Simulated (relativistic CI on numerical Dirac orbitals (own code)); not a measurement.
Crystal-field levels of Au⁴⁺, 5d7

Calculated by Dirac-Coulomb-Breit CI, separate exchange-only KLI orbitals for each configuration, model QED (radiative potential, 1s self-energy scaled to tabulated hydrogen-like ionisation energies), valence Slater integrals scaled by 0.65, one configuration in a parametric crystal field (own radial code).

Field parameters in Wybourne normalisation: Oh B⁴₀ = 21Dq, B⁴₄ = √(5/14) B⁴₀. The field is a parameter set, without covalency.

S is read from ⟨S²⟩ = S(S + 1).

Levels (cm⁻¹, degeneracy): 0 (4), 7238 (2), 9651 (4), 18041 (2), 18371 (4), 19183 (4), 23897 (2), 25744 (4), 27031 (2), 28313 (4), 31624 (2), 32783 (4).

**Question.** Which field gives this pattern?
A. Oh, 10Dq = 22100 cm⁻¹
B. Oh, 10Dq = 35700 cm⁻¹
C. Oh, 10Dq = 8500 cm⁻¹
D. Oh, 10Dq = 28900 cm⁻¹

**Answer.** A. Oh, 10Dq = 22100 cm⁻¹, ground level with S = 0.77.
